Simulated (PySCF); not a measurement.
Br₂Zn, triplet, at a GFN2-xTB geometry (such geometries of metal compounds can be far from the true shape) (a higher spin typed on purpose: for a closed-shell molecule this is an excited state), with bond 2-1 at 2.0 times its length; PySCF with B3LYP/def2-SV(P).

Here is a job for PySCF.
```python
from pyscf import gto, scf, dft

mol = gto.M(
    atom='''
Zn   -0.651039   -0.875468   -1.103036
Br    0.943635    4.112234    0.231761
Br    0.411736   -0.867982    1.381096
''',
    basis='def2-sv(p)',
    charge=0,
    spin=2,
    verbose=4,
)

mf = dft.UKS(mol)
mf.xc = 'b3lyp'
mf.conv_tol = 1e-6
mf.kernel()
mf.analyze()
```

Output, abridged:

```
PySCF version 2.14.0

[INPUT] verbose = 4
[INPUT] num. atoms = 3
[INPUT] num. electrons = 100
[INPUT] charge = 0
[INPUT] spin (= nelec alpha-beta = 2S) = 2
[INPUT] symmetry False subgroup None
[INPUT] Mole.unit = angstrom
[INPUT] Symbol           X                Y                Z      unit          X                Y                Z       unit  Magmom
[...]
nuclear repulsion = 434.614069316118
number of shells = 34
number of NR pGTOs = 214
number of NR cGTOs = 88
basis = def2-sv(p)
ecp = {}

******** <class 'pyscf.dft.uks.UKS'> ********
method = UKS
initial guess = minao
damping factor = 0
level_shift factor = 0
DIIS = <class 'pyscf.scf.diis.CDIIS'>
diis_start_cycle = 1
diis_space = 8
diis_damp = 0
SCF conv_tol = 1e-06
SCF conv_tol_grad = None
SCF max_cycles = 50
direct_scf = True
direct_scf_tol = 1e-13
number electrons alpha = 51  beta = 49
XC library pyscf.dft.libxc version 7.1.2
    S. Lehtola, C. Steigemann, M. J. T. Oliveira, and M. A. L. Marques,  SoftwareX 7, 1–5 (2018)
XC functionals = b3lyp
    P. J. Stephens, F. J. Devlin, C. F. Chabalowski, and M. J. Frisch,  J. Phys. Chem. 98, 11623 (1994)
radial grids:
    Treutler-Ahlrichs [JCP 102, 346 (1995); DOI:10.1063/1.469408] (M4) radial grids

becke partition: Becke, JCP 88, 2547 (1988); DOI:10.1063/1.454033
pruning grids: <function nwchem_prune>
grids dens level: 3
symmetrized grids: False
atomic radii adjust function: <function treutler_atomic_radii_adjust>
small_rho_cutoff = 0
Set gradient conv threshold to 0.001
tot grids = 61488
init E= -6924.25694503165

cycle= 1 E= -6926.83925577912  delta_E= -2.58  |g|= 0.255  |ddm|= 1.33
cycle= 2 E= -6926.45425419664  delta_E= 0.385  |g|= 0.649  |ddm|= 1.55
cycle= 3 E= -6926.82568528941  delta_E= -0.371  |g|= 0.236  |ddm|= 1.46
cycle= 4 E= -6926.88794499769  delta_E= -0.0623  |g|= 0.0485  |ddm|= 0.669
cycle= 5 E= -6926.88991657293  delta_E= -0.00197  |g|= 0.0215  |ddm|= 0.0993
cycle= 6 E= -6926.89016566177  delta_E= -0.000249  |g|= 0.00701  |ddm|= 0.0358
cycle= 7 E= -6926.89021665822  delta_E= -5.1e-05  |g|= 0.0016  |ddm|= 0.0237
cycle= 8 E= -6926.89022417711  delta_E= -7.52e-06  |g|= 0.00117  |ddm|= 0.0122
cycle= 9 E= -6926.89022707681  delta_E= -2.9e-06  |g|= 0.00085  |ddm|= 0.00485
cycle= 10 E= -6926.89023040485  delta_E= -3.33e-06  |g|= 0.000548  |ddm|= 0.00526
cycle= 11 E= -6926.89023483152  delta_E= -4.43e-06  |g|= 0.000487  |ddm|= 0.00757
cycle= 12 E= -6926.89023769391  delta_E= -2.86e-06  |g|= 0.000466  |ddm|= 0.00499
cycle= 13 E= -6926.89025047448  delta_E= -1.28e-05  |g|= 0.000438  |ddm|= 0.0234
cycle= 14 E= -6926.8902784991  delta_E= -2.8e-05  |g|= 0.000478  |ddm|= 0.0607
cycle= 15 E= -6926.89027813704  delta_E= 3.62e-07  |g|= 0.000433  |ddm|= 0.00105
Extra cycle  E= -6926.89027962365  delta_E= -1.49e-06  |g|= 0.000364  |ddm|= 0.00369
converged SCF energy = -6926.89027962365  <S^2> = 2.005768  2S+1 = 3.0038429
**** SCF Summaries ****
Total Energy =                       -6926.890279623647075
Nuclear Repulsion Energy =             434.614069316118446
One-electron Energy =               -10514.839143423392670
Two-electron Energy =                 3153.334794483626865
Two-electron Coulomb Energy =         3407.223413910608542
DFT Exchange-Correlation Energy =     -253.888619426981677
**** MO energy ****
                             alpha | beta                alpha | beta
[...]
To work with the spin densities directly, `use mulliken_meta_spin()` only printing them here.

 ** Mulliken spin pop alpha/beta on meta-lowdin orthogonal AOs **
 ** Mulliken Spin Density (per AO)  **
spin_pop of  0 Zn 1s        0.00000
spin_pop of  0 Zn 2s        0.00000
spin_pop of  0 Zn 3s        0.00004
spin_pop of  0 Zn 4s        0.55486
spin_pop of  0 Zn 5s        0.00052
spin_pop of  0 Zn 2px      -0.00000
spin_pop of  0 Zn 2py      -0.00000
spin_pop of  0 Zn 2pz       0.00000
spin_pop of  0 Zn 3px      -0.00000
spin_pop of  0 Zn 3py      -0.00000
spin_pop of  0 Zn 3pz      -0.00000
spin_pop of  0 Zn 4px       0.00632
spin_pop of  0 Zn 4py       0.00050
spin_pop of  0 Zn 4pz       0.03164
spin_pop of  0 Zn 3dxy     -0.00003
spin_pop of  0 Zn 3dyz     -0.00008
spin_pop of  0 Zn 3dz^2     0.00194
spin_pop of  0 Zn 3dxz      0.00127
spin_pop of  0 Zn 3dx2-y2    0.00003
spin_pop of  0 Zn 4dxy      0.00001
spin_pop of  0 Zn 4dyz      0.00001
spin_pop of  0 Zn 4dz^2     0.00003
spin_pop of  0 Zn 4dxz      0.00002
spin_pop of  0 Zn 4dx2-y2    0.00001
spin_pop of  1 Br 1s        0.00000
spin_pop of  1 Br 2s       -0.00000
spin_pop of  1 Br 3s       -0.00015
spin_pop of  1 Br 4s       -0.00071
spin_pop of  1 Br 5s        0.00002
spin_pop of  1 Br 2px       0.00000
spin_pop of  1 Br 2py       0.00000
spin_pop of  1 Br 2pz       0.00000
spin_pop of  1 Br 3px      -0.00000
spin_pop of  1 Br 3py       0.00019
spin_pop of  1 Br 3pz       0.00004
spin_pop of  1 Br 4px       0.00014
spin_pop of  1 Br 4py       0.81460
spin_pop of  1 Br 4pz       0.16333
spin_pop of  1 Br 5px       0.00004
spin_pop of  1 Br 5py       0.00035
spin_pop of  1 Br 5pz       0.00010
spin_pop of  1 Br 3dxy     -0.00002
spin_pop of  1 Br 3dyz     -0.00003
spin_pop of  1 Br 3dz^2    -0.00002
spin_pop of  1 Br 3dxz     -0.00001
spin_pop of  1 Br 3dx2-y2   -0.00002
spin_pop of  1 Br 4dxy      0.00002
spin_pop of  1 Br 4dyz      0.00036
spin_pop of  1 Br 4dz^2     0.00007
spin_pop of  1 Br 4dxz      0.00001
spin_pop of  1 Br 4dx2-y2    0.00046
spin_pop of  1 Br 5dxy      0.00000
spin_pop of  1 Br 5dyz      0.00001
spin_pop of  1 Br 5dz^2     0.00000
spin_pop of  1 Br 5dxz      0.00000
spin_pop of  1 Br 5dx2-y2    0.00002
spin_pop of  2 Br 1s        0.00000
spin_pop of  2 Br 2s        0.00000
spin_pop of  2 Br 3s       -0.00006
spin_pop of  2 Br 4s        0.00353
spin_pop of  2 Br 5s        0.00342
spin_pop of  2 Br 2px       0.00000
spin_pop of  2 Br 2py       0.00000
spin_pop of  2 Br 2pz       0.00000
spin_pop of  2 Br 3px       0.00001
spin_pop of  2 Br 3py       0.00000
spin_pop of  2 Br 3pz       0.00007
spin_pop of  2 Br 4px       0.06076
spin_pop of  2 Br 4py       0.02012
spin_pop of  2 Br 4pz       0.33364
spin_pop of  2 Br 5px       0.00033
spin_pop of  2 Br 5py      -0.00014
spin_pop of  2 Br 5pz       0.00223
spin_pop of  2 Br 3dxy     -0.00000
spin_pop of  2 Br 3dyz     -0.00001
spin_pop of  2 Br 3dz^2    -0.00001
spin_pop of  2 Br 3dxz     -0.00001
spin_pop of  2 Br 3dx2-y2   -0.00000
spin_pop of  2 Br 4dxy      0.00001
spin_pop of  2 Br 4dyz      0.00004
spin_pop of  2 Br 4dz^2     0.00004
spin_pop of  2 Br 4dxz      0.00004
spin_pop of  2 Br 4dx2-y2    0.00001
spin_pop of  2 Br 5dxy      0.00000
spin_pop of  2 Br 5dyz      0.00000
spin_pop of  2 Br 5dz^2     0.00004
spin_pop of  2 Br 5dxz      0.00003
spin_pop of  2 Br 5dx2-y2    0.00000
 ** Mulliken Spin Density (per atom)  **
spin density of  0 Zn =      0.59709
spin density of  1 Br =      0.97880
spin density of  2 Br =      0.42410
 ** Mulliken pop alpha/beta on meta-lowdin orthogonal AOs **
 ** Mulliken pop       alpha | beta **
In total            51.00000 | 49.00000
 ** Mulliken atomic charges   ( Nelec_alpha | Nelec_beta ) **
charge of  0Zn =      0.52503  (    15.03603     14.43894 )
charge of  1Br =     -0.02100  (    17.99990     17.02110 )
charge of  2Br =     -0.50403  (    17.96407     17.53996 )
Dipole moment(X, Y, Z, Debye): -1.75990, -0.52574, -3.86674
```
